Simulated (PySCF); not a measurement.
# Energy of Ru⁺ (ruthenium, charge +1) between two integer charges

The 4d beta orbital of [Kr] 4d7 is emptied in steps (occupation f), with all orbitals relaxed, ending at [Kr] 4d6. All numbers are calculated (PySCF 2.14, a scalar-relativistic core potential, in def2-TZVPPD with the def2 core potential (28 electrons) (6s4p3d2f1g, 56 functions)). The exact energy is a straight line in f; departures are measured from the line between the end points of the same method.

```json
{"f": "1", "BHandHLYP (eV)": "0.000", "wB97X (eV)": "0.000", "MN15 (eV)": "0.000"}
{"f": "0.9", "BHandHLYP (eV)": "-0.178", "wB97X (eV)": "-0.104", "MN15 (eV)": "-0.262"}
{"f": "0.7", "BHandHLYP (eV)": "-0.422", "wB97X (eV)": "-0.249", "MN15 (eV)": "-0.614"}
{"f": "0.5", "BHandHLYP (eV)": "-0.510", "wB97X (eV)": "-0.305", "MN15 (eV)": "-0.733"}
{"f": "0.3", "BHandHLYP (eV)": "-0.435", "wB97X (eV)": "-0.262", "MN15 (eV)": "-0.616"}
{"f": "0.1", "BHandHLYP (eV)": "-0.189", "wB97X (eV)": "-0.110", "MN15 (eV)": "-0.262"}
{"f": "0", "BHandHLYP (eV)": "0.000", "wB97X (eV)": "0.000", "MN15 (eV)": "0.000"}
```

```csv
method,E(f=0) − E(f=1) (eV),−ε at f=1 (eV),−ε at f=0.5 (eV)
BHandHLYP,16.598,14.634,16.561
wB97X,16.763,15.629,16.724
MN15,16.802,13.906,16.795
```

Orbital energy along the path (eV):

| f | BHandHLYP | wB97X | MN15 |
| --- | --- | --- | --- |
| 1 | -14.634 | -15.629 | -13.906 |
| 0.9 | -15.001 | -15.826 | -14.468 |
| 0.7 | -15.763 | -16.252 | -15.617 |
| 0.5 | -16.561 | -16.724 | -16.795 |
| 0.3 | -17.394 | -17.244 | -17.984 |
| 0.1 | -18.265 | -17.787 | -19.146 |
| 0 | -18.718 | -17.883 | -19.700 |

Reference removal energy between the ground levels: 16.76 ± 0.06 eV (semi-empirical (NIST evaluation); NIST Atomic Spectra Database, ionization energies). The calculation has no spin-orbit coupling. The determinant left behind need not be the lowest term of the ion.
